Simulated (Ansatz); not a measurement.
System: BSiH4, charge 0, doublet. BSiH4 (SMILES B[SiH2], doublet).
B3LYP-D3(BJ)/def2-TZVP minimum from Ansatz (a quantum-chemistry and plane-wave program):
```
Si
H 1 1.4794
H 1 1.4794 2 110.51
B 1 1.9237 2 124.74 3 -180.00
H 4 1.1895 1 119.73 2 180.00
H 4 1.1895 5 120.54 1 180.00
```
Charge 0, spin multiplicity 2.

Total energies in cc-pV(T+d)Z, 11 correlated electrons, 6 frozen orbitals. UHF or UKS for unpaired electrons; spin-orbit terms are left out. Cores are frozen in correlated methods. No relativity.

```json
[
 {"method": "HF", "program": "Ansatz", "energy (Eh)": "-315.89900", "minus CCSDT(Q) (mEh)": "262.81"},
 {"method": "MP2", "program": "Ansatz", "energy (Eh)": "-316.11319", "minus CCSDT(Q) (mEh)": "48.62"},
 {"method": "CCSD", "program": "Ansatz", "energy (Eh)": "-316.15180", "minus CCSDT(Q) (mEh)": "10.01"},
 {"method": "CCSD(T)", "program": "Ansatz", "energy (Eh)": "-316.16017", "minus CCSDT(Q) (mEh)": "1.64"},
 {"method": "CCSDT(Q)", "program": "Ansatz", "energy (Eh)": "-316.16181", "minus CCSDT(Q) (mEh)": "0.00"}
]
```

Rough core times of Ansatz's runs on a shared machine: CCSD(T) under 20 s, CCSDT(Q) 20 min.
